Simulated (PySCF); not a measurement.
C₅H₁₂Si, SMILES [SiH3][C@]1(C)C[C@H]1C.

Coordinates come from a PBE-D3(BJ)/def2-SVP optimisation. The structure was generated by enumeration; whether it is a known compound was not checked.

Level of theory: PBE/def2-TZVP (PySCF).

Gas-phase values at a fixed geometry.

| Property | Value |
|---|---|
| total energy | -486.85536 hartree |
| highest occupied level | -6.40 eV |
| lowest empty level | -0.09 eV |
| orbital gap | 6.31 eV |
| dipole moment | 1.05 D |
| quadrupole, principal values (traceless, Buckingham form, about the centre of nuclear charge) | -1.83, 0.38, 1.45 D·Å |
